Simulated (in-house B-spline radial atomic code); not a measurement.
# Response and correlation of Tl3+

Closed shell [Xe] 4f14 5d10. Computed with an all-electron radial atomic-structure program (B-spline basis): Dirac-Hartree-Fock, relativistic RPA (time-dependent Dirac-Hartree-Fock) for the response and second-order many-body perturbation theory for correlation, no-pair Dirac-Coulomb Hamiltonian, finite nucleus.

Command:
```bash
python run_mb.py task.json out
```
Settings (nuclear radius in fm, box in bohr, cutoff in hartree):
```
basis_form          2
Z                   81
core_configuration  [Xe] 4f14 5d10
rms_radius          5.4759
mass_number         205
speed_of_light      137.036
box_radius          14.844
lmax                7
intervals           63
virtual_cutoff      164025.0
```

Cost of the run: 38 s on 1 thread of Arm Neoverse V1, with other jobs on the host.

```csv
"multipole (bohr³, bohr⁵, bohr⁷)",uncoupled,coupled RPA
dipole,5.7097,?
quadrupole,12.798,18.083
octupole,53.173,69.746
```

(1) What is the coupled dipole polarisability?

(2) Which subshells carry the dipole polarisability?

(3) What does the dipole shielding factor come to?

Dipole polarisability at imaginary frequency:

```
u (Eh)  α(iu) (bohr³)
     0          4.983
   0.4           4.54
   1.2          2.973
   2.4          1.607
     4         0.8514
     8         0.3136
    16         0.1113
    40        0.02628
```

(4) What dispersion coefficients follow for two such ions (the dispersion part alone)?

Lowest J = 1 odd-parity excitations:

```tsv
energy (eV)	oscillator strength	leading channel	weight
21.048	0.0342	5d5/2 → p3/2	0.568
22.246	0.847	5d3/2 → p1/2	0.632
23.905	0.103	5d3/2 → p3/2	0.902
35.118	0.0232	5d5/2 → f5/2	0.598
35.516	0.000688	5d5/2 → p3/2	0.777
36.302	0.633	5d5/2 → f7/2	0.653
37.227	0.0142	5d3/2 → p1/2	0.871
37.954	0.00623	5d3/2 → p3/2	0.909
```

Second-order correlation energy by the highest angular momentum of the excited pair (hartree): s -0.0349, p -0.2874, d -0.8395, f -1.798, g -1.429, h -0.5206, i -0.2396, k -0.1206.

(5) What is the second-order correlation energy at the partial-wave limit?

## Answers

(1) 4.9828 atomic units, -13 % against the uncoupled value.

(2) 5d5/2 61.0 %, 5d3/2 36.5 %, 5p3/2 1.4 %.

(3) The dipole shielding factor is 0.963, against the exact N/Z = 78/81 = 0.963 of the non-relativistic theorem.

(4) C6 = (3/π)∫α(iu)²du = 29.04 hartree·bohr⁶ and C8 = 405.2 hartree·bohr⁸.

(5) The listed waves sum to -5.2692 hartree; extrapolating the increments as (l + 1/2)⁻⁴ gives -5.5158 hartree, -1.92 eV per electron.
